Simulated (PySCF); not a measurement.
PySCF 2.14 output of an unrestricted r2SCAN calculation on a single atom or ion in aug-cc-pVTZ-PP with one added diffuse shell each of s, d, f type with ECP10MDF (7s5p5d3f, 68 functions), with scalar relativity through the core potential:

```
SCF conv_tol = 1e-09
number electrons alpha = 13  beta = 11
    J. W. Furness, A. D. Kaplan, J. Ning, J. P. Perdew, and J. Sun.,  J. Phys. Chem. Lett. 11, 8208-8215 (2020)
    J. W. Furness, A. D. Kaplan, J. Ning, J. P. Perdew, and J. Sun.,  J. Phys. Chem. Lett. 11, 9248-9248 (2020)
    J. W. Furness, A. D. Kaplan, J. Ning, J. P. Perdew, and J. Sun.,  J. Phys. Chem. Lett. 11, 8208-8215 (2020)
    J. W. Furness, A. D. Kaplan, J. Ning, J. P. Perdew, and J. Sun.,  J. Phys. Chem. Lett. 11, 9248-9248 (2020)
cycle= 1 E= -462.030624934795  delta_E= -0.00892  |g|= 0.055  |ddm|= 0.255
cycle= 2 E= -462.030935449966  delta_E= -0.000311  |g|= 0.0279  |ddm|= 0.0608
cycle= 3 E= -462.031034450461  delta_E= -9.9e-05  |g|= 0.002  |ddm|= 0.0234
cycle= 4 E= -462.031035528656  delta_E= -1.08e-06  |g|= 0.000285  |ddm|= 0.00335
cycle= 5 E= -462.031035557432  delta_E= -2.88e-08  |g|= 7.17e-06  |ddm|= 0.000558
cycle= 6 E= -462.031035557483  delta_E= -5.09e-11  |g|= 7.71e-07  |ddm|= 3.91e-05
converged SCF energy = -462.031035557483  <S^2> = 2.0039536  2S+1 = 3.0026346
```

The run itself started from symmetry-adapted Hartree-Fock orbitals and held the occupation by maximum overlap, on a logarithmic radial grid, so the iterations belong to that start.

Which element, charge and spin multiplicity is this?

Kr(2+) (krypton, charge +2), multiplicity 3; the state was [Ar] 3d10 4s2 4p4, high-spin 3P determinant.

Energies and moments cover only the electrons outside the core potential.
